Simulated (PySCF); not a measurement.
Frontier orbitals and the lowest excitations

[TaOCl4]- (charge -1 and singlet state).
Z-matrix (Å and degrees, PBE0-D3(BJ)/def2-SVP geometry), rows numbered from 1:
```
Ta
O   1  1.7127
Cl  1  2.3931  2  104.39
Cl  1  2.3933  2  104.29  3   -90.02
Cl  1  2.3932  2  104.42  3   179.96
Cl  1  2.3933  2  104.34  3    89.99
```

Computed with PySCF, TDDFT B3LYP/def2-SVPD, vertical, gas phase, core orbitals frozen in the response, def2 core potentials past Kr. Spin–orbit coupling is left out.

Frontier orbitals with the atoms that hold most of them (Löwdin shares over 4%, at most four atoms; ? is withheld):

| orbital | ε (eV) | atoms |
| --- | --- | --- |
| HOMO-3 | -4.66 | Cl4 25%, Cl3 24%, Cl6 24%, Cl5 24% |
| HOMO-2 | -4.57 | Cl4 27%, Cl6 27%, Cl5 17%, Cl3 17% |
| HOMO-1 | -4.57 | Cl3 27%, Cl5 26%, Cl6 18%, Cl4 17% |
| HOMO | ? | ? |
| LUMO | 0.87 | ? |
| LUMO+1 | 2.70 | Ta1 59%, O2 22%, Cl4 9%, Cl6 9% |
| LUMO+2 | 2.70 | Ta1 59%, O2 22%, Cl3 9%, Cl5 9% |

(1) Give the leading atoms of the LUMO.

(2) Give the leading atoms of the HOMO.

(3) What is the HOMO energy, and the HOMO–LUMO gap?

Answers

(1) Ta1 (bonded to 4 Cl and O) 70%; Cl4 (bonded to Ta) 7%; Cl3 (bonded to Ta) 7%; Cl6 (bonded to Ta) 7%. By element: tantalum 70%, chlorine 22% or more.

(2) Cl6 (bonded to Ta) 25%; Cl5 (bonded to Ta) 25%; Cl3 (bonded to Ta) 25%; Cl4 (bonded to Ta) 25%.

(3) ε(HOMO) = -4.00 eV; the gap is 4.87 eV (0.1791 hartree).

Within 0.005 eV of a neighbour in this list lie HOMO-2/HOMO-1 and LUMO+1/LUMO+2 (point group found: C4v); within a degenerate set the shares of single atoms can hang on how the components are chosen.

The HOMO–LUMO gap is 4.87 eV. Where does the response calculation put the lowest singlet, and from which orbitals?

S1 is at 4.06 eV (f = 0.0000), 0.81 eV below the gap, made of HOMO→LUMO (98%). 

For S1 the Löwdin share of tantalum is at most 1% in HOMO and 70% in LUMO (ligand-to-metal charge transfer by this measure).

Next come S2 at 4.39 eV (f 0.017), HOMO-2/HOMO-1→LUMO (77%), HOMO-4→LUMO (22%); S3 at 4.40 eV (f 0.018), HOMO-2/HOMO-1→LUMO (76%), HOMO-5→LUMO (23%); S4 at 4.41 eV (f 0.0000), HOMO-3→LUMO (100%); S5 at 4.70 eV (f 0.066), HOMO-4→LUMO (76%), HOMO-2/HOMO-1→LUMO (≥21%).

Orbitals of the list HOMO-3 to LUMO+2 that lie within 0.01 eV of each other are written together with a slash and their weights summed (≥ marks a lower bound); for degenerate orbitals outside that list single weights are arbitrary.

Löwdin shares depend on the basis, the more so with diffuse functions.

On one thread of an x86-64 server, no GPU, on a shared host, this took 17 s of wall time.
